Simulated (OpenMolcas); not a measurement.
## Ta3+: moving the ligands

Ta3+ with 4 ligands (water) in tetrahedral coordination (D2d) at 1.95 Å. Ligand basis ANO-RCC-VDZP.

- Program: OpenMolcas
- Method: SS-CASPT2, IPEA 0.25 Eh, imaginary shift 0.1 Eh (the 31 lowest orbitals frozen, all others correlated)
- Basis: ANO-RCC-VDZP [7s6p4d2f1g]
- Scalar Hamiltonian: DKH2, point nucleus
- Active space: 2 electrons in 5 orbitals (5d)
- State averaging: 2S+1 = 3 even, 10 roots; 2S+1 = 1 even, 15 roots
- Spin-orbit coupling: RASSI with atomic mean-field integrals over the reference wave functions

Runs around this geometry, states. Energies in cm-1 above the lowest state or level, χT in cm3 K/mol.

| R (Å) | Ground state | First state of that spin | First gap with spin-orbit (degeneracies) | χT at 300 K | First state of another spin |
| --- | --- | --- | --- | --- | --- |
| 1.92 | 2S+1 = 1 | 8330 | 95 (1, 1) | 0.412 | 2S+1 = 3: 35 |
| 1.95 | 2S+1 = 3 | 7790 | 170 (1, 2) | 0.499 | 2S+1 = 1: 850 |
| 2 | 2S+1 = 3 | 7580 | 190 (1, 2) | 0.451 | 2S+1 = 1: 2150 |

The ground state changes within this set.

Ligand-to-metal charge-transfer states are missing. With no ligand orbital active B as a rule stays too high, so bands that hang on it stand too high and its fall with covalency is understated. With one d shell and no ligand orbital active, 10Dq can be off by a tenth or more. The least metal-like active orbital is 69 % on the metal (Löwdin) and no ligand orbital is active, so the numbers are rough (holds for R = 1.92). The least metal-like active orbital is 71 % on the metal (Löwdin) and no ligand orbital is active, so the numbers are rough (holds for R = 1.95). The least metal-like active orbital is 74 % on the metal (Löwdin) and no ligand orbital is active, so the numbers are rough (holds for R = 2). No measured value stands beside these numbers; the geometry is a model, was not optimised and need not be the one that this ion takes.

A state without a sure symmetry label is named by its multiplicity alone.
